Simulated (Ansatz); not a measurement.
## triplet Si: levels of theory in one basis

A single Si atom.

Basis set: cc-pVTZ (spherical functions). Correlated methods keep 5 orbitals frozen. Correlation on ROHF uses semicanonical orbitals with singles. Charge 0, multiplicity 3.

Computed with Ansatz (development build ahead of 0.2.0); each method stands on the lowest determinant of its kind that the runs found.

```json
{"method": "ROHF", "E − E(ROHF) (eV)": "0.00", "<S²> of the determinant": "2.00"}
{"method": "UHF", "E − E(ROHF) (eV)": "-0.12", "<S²> of the determinant": "2.01"}
{"method": "ROHF-MP2", "E − E(ROHF) (eV)": "-1.64", "<S²> of the determinant": "–"}
{"method": "UHF-MP2", "E − E(ROHF) (eV)": "-1.64", "<S²> of the determinant": "2.01"}
```

(1) Is a single determinant a sound starting point here?

## Answers

(1) By this sign, yes. Unrestricted orbitals gain 0.12 eV and <S²> is 2.01 against 2.00 for a pure state.
